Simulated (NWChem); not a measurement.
C2H6Bi cation; SMILES [CH3][Bi+][CH3]

```xyz
9

Bi     0.0000     0.0000     0.2886
C      1.6411     0.0059    -1.2453
H      1.7434    -1.0515    -1.5845
H      2.5963     0.3400    -0.7994
H      1.3476     0.6203    -2.1197
C     -1.6411    -0.0059    -1.2453
H     -1.3476    -0.6203    -2.1197
H     -1.7434     1.0515    -1.5845
H     -2.5963    -0.3400    -0.7994
```
Atoms are numbered in this order, from 1.

Computed with NWChem. Structure relaxed at the PBE-D3(BJ)/def2-SVP level. def2 effective core potentials on Bi; no spin-orbit coupling.

Problem. What does the run give for TPSS/def2-TZVPP? Quantities: highest occupied level (eV); orbital gap (eV).

Solution. 
- highest occupied level (eV): -11.94
- orbital gap (eV): 1.94
